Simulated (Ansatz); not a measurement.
The cluster Tl2Br, relaxed as a quartet with UKS PBE-D4/def2-TZVP in Ansatz, starting from the PBE-D4/def2-TZVP geometry of the neutral doublet. Force threshold 0.02 eV/Å.

In the def2 sets Tl takes a core potential; there is no spin–orbit coupling. At PBE-D4/def2-TZVP a doublet of charge 0 lies 3.63 eV below the quartet, each at its own geometry. The structure comes from a short search, and lower isomers may exist.

Start:

```xyz
3

Tl   -0.158    1.629    0.984
Tl    0.204   -0.340   -1.868
Br   -0.046   -1.289    0.884
```

```tsv
step	energy (eV)	largest force component (eV/Å)	SCF passes
1	-79425.8325	0.505	41
2	-79425.9984	0.375	32
3	-79426.0299	0.503	29
4	-79426.0362	0.160	36
5	-79426.0657	0.071	32
6	-79426.0680	0.017	29
7	-79426.0684	0.026	29
8	-79426.0717	0.075	30
9	-79426.1115	0.186	38
10	-79426.1326	0.384	34
11	-79426.1457	0.144	32
12	-79426.1496	0.043	28
13	-79426.1501	0.002	27
```

Force components are those of the run's own axes.

End:

Cartesian coordinates in Å:
```
Tl -0.1375 1.9009 0.6909
Tl 0.1624 -0.2181 -1.5014
Br -0.0249 -1.6829 0.8105
```

Bonds lost: Tl1–Br3 (atoms count from 1).

The force fell under the threshold at step 6, but the optimiser went on and released 0.082 eV more. No frequencies were taken in this run, so the end may be a saddle point.

Hardware: 4 threads of Intel Xeon on a shared host. Wall time 49 s.
